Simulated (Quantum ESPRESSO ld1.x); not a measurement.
Results of a calculation; reference values are marked as such.
These are the eigenvalues of the occupied orbitals of an atom or ion with whole-number occupations (Ry). Code: ld1.x of Quantum ESPRESSO 7.5. Model: scalar-relativistic Kohn-Sham, PBE, spin-unpolarised, spherical densities, point nucleus.

orbital  eigenvalue
1s         -4090.52
2s         -693.472
2p         -615.585
3s         -163.480
3p         -139.681
3d         -109.509
4s         -41.0607
4p         -33.2048
4d         -22.5808
5s         -13.3795
5p         -11.1341
4f         -10.8338

Which element is it, and in what charge state? The configuration may be excited.

Answer. Z = 67, holmium, charge +9: Ho9+ in [Kr] 4d10 4f9 5s2 5p1. The list shows which subshells hold electrons but not how many an open one holds; the 1s level, -2045.3 hartree, gives Z - s = 64.0 by -(Z - s)^2/2, which with screening and relativity narrows Z to a few neighbours, and the depths of the outer levels then fix element, charge and occupations together.
